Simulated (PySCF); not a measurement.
Numbering as in the mapped SMILES `[SiH3:1][C:2]([SiH3:3])([SiH3:4])[C:5]1=[CH:6][CH2:7]1`. Each H is labelled by its parent atom.

PySCF calculation with σ from GIAO-PBE0/pcSseg-1 and GFN2-xTB geometry; rapidly exchanging positions averaged, non-relativistic Hamiltonian, in vacuum, single conformer.

Task: Predict the 2D correlation tables (HSQC, COSY, HMBC).

Result: 

HSQC (one-bond C–H):
```csv
δH,δC
6.49 (H(C6)),102.6 (C6)
1.09 (H(C7)),8.1 (C7)
```

COSY cross peaks (H two or three bonds apart, from the bond graph; peaks can be absent where the dihedral angle is near 90°):
```csv
δH,δH
6.49 (H(C6)),1.09 (H(C7))
```

HMBC (two and three bonds, from the bond graph):
```csv
δH,δC
6.49 (H(C6)),"128.0 (C5), 8.1 (C7), -1.7 (C2)"
4.11 (H(Si1)/H(Si3)/H(Si4)),"128.0 (C5), -1.7 (C2)"
1.09 (H(C7)),"128.0 (C5), 102.6 (C6), -1.7 (C2)"
```

References, each an isolated molecule treated in the same way: TMS for $^{1}$H and $^{13}$C.

Shifts are as computed. Against solution values, carbons near 30 ppm lie about +3 ppm off and those near 130 ppm about +5 ppm. Of 1211 compounds with measured shifts, 218 miss one by over three times the rms of a fit or turn the order of signals round; such compounds aren't used in these exercises.
